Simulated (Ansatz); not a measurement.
Conformers of C3H10O3Si2 (`C=C[Si@@H](O)O[Si@@H](C)O`), each relaxed with PBE0-D4/def2-TZVP in Ansatz. CBS adds the triple-zeta coupled-cluster correction to the MP2 limit.

Not all of them had a frequency check.

Conformer A:

Cartesian coordinates in Å:
```
C -1.654 -0.226 2.896
C -0.447 -0.444 2.381
Si -0.190 -1.231 0.731
O -1.682 -1.304 0.017
O 0.825 -0.333 -0.175
Si 0.689 0.967 -1.176
C 2.111 1.008 -2.353
O -0.695 0.845 -2.052
H -1.795 0.248 3.863
H -2.555 -0.512 2.361
H 0.425 -0.134 2.954
H 0.388 -2.595 0.812
H -1.839 -2.040 -0.575
H 0.656 2.180 -0.316
H 2.140 0.095 -2.954
H 3.057 1.096 -1.813
H 2.024 1.861 -3.030
H -1.460 0.518 -1.571
```

Conformer B:

Z-matrix (Å, degrees):
```
Si
C 1 1.848
O 1 1.630 2 112.3
O 1 1.639 2 106.7 3 -120.7
H 1 1.485 2 109.6 3 118.3
C 2 1.330 1 121.6 3 -110.4
H 2 1.089 1 119.9 3 69.3
Si 3 1.636 1 149.9 2 -20.4
H 4 0.958 1 117.8 2 171.7
H 6 1.086 2 122.6 1 179.4
H 6 1.087 2 121.5 1 -1.0
C 8 1.856 3 108.9 1 57.8
O 8 1.640 3 109.3 1 -179.1
H 8 1.481 3 109.7 1 -65.2
H 12 1.094 8 111.1 3 59.8
H 12 1.093 8 110.9 3 -179.8
H 12 1.093 8 110.6 3 -59.5
H 13 0.958 8 118.0 3 -62.5
```

(1) Which is lowest in electronic energy at CCSD(T)/CBS (frozen core, def2 sets), and by how much? (An estimate is asked.)

(2) Give the energies relative to A (kJ/mol) with r2SCAN-D4/def2-TZVPP, PBE0-D4/def2-TZVPP, ωB97M-V/def2-TZVPP, SCS-MP2/def2-TZVPP, CCSD/def2-TZVPP, MP2/def2-QZVPP, MP2/CBS(def2). (Estimate.)

## Answers

(1) Ansatz gave: A; B lies 4.9 kJ/mol higher.

(2) The calculation gave: 
```csv
level,B
r2SCAN-D4/def2-TZVPP,7.3
PBE0-D4/def2-TZVPP,6.0
ωB97M-V/def2-TZVPP,6.7
SCS-MP2/def2-TZVPP,4.4
CCSD/def2-TZVPP,4.9
MP2/def2-QZVPP,4.4
MP2/CBS(def2),4.3
```
